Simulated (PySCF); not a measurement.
ClH10NO2Si4, SMILES [Si](Cl)(N[SiH3])(O[SiH3])O[SiH3]. Geometry: r2SCAN-D4/def2-SVP. The values are those of a single conformer.

Give the equilibrium geometry at r2SCAN-D4/def2-SVP (PySCF confirms it by a frequency run) as a Z-matrix. (Estimate from the structure and the level; the computed values follow.)

One answer among several that fit: 
```
Si
O 1 1.6381
O 1 1.6402 2 113.19
Si 2 1.6727 1 139.81 3 -92.89
Si 3 1.6729 1 140.89 2 103.05
N 1 1.7013 2 111.60 4 147.74
H 6 1.0170 1 117.85 2 -42.51
Si 6 1.7547 7 117.03 1 -177.36
H 5 1.4873 3 107.16 1 -175.82
H 4 1.4875 2 107.27 1 166.27
H 5 1.4901 9 109.98 3 119.80
H 4 1.4904 10 109.75 2 -119.49
H 5 1.4914 9 109.78 11 120.71
H 4 1.4916 10 109.78 12 -120.59
H 8 1.4920 6 110.64 7 -132.99
H 8 1.4920 15 109.60 6 -117.40
H 8 1.4931 15 108.17 16 -118.45
Cl 1 2.0851 2 105.62 4 23.79
```
Charge 0, spin multiplicity 1.
